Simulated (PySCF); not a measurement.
Harmonic spectrum computed at B3LYP in the def2-SVP basis family (core potentials from Rb on, PySCF, no spin–orbit coupling):

```csv
symmetry,ω (cm⁻¹),"IR (km/mol, summed over degenerate members)"
e,203,0.0
t2,232,56.5
a1,739,0.0
t2,835,653
```

**Question.** Which molecule gave it? In each, all ligands are bound to the one heavy central atom.
A. NiF₄ (quintet)
B. CF₄ (singlet)
C. TiF₄ (singlet)
D. NbF₄ (doublet)

**Answer.** C. It has Td symmetry with Ti–F 1.734 Å (×4).
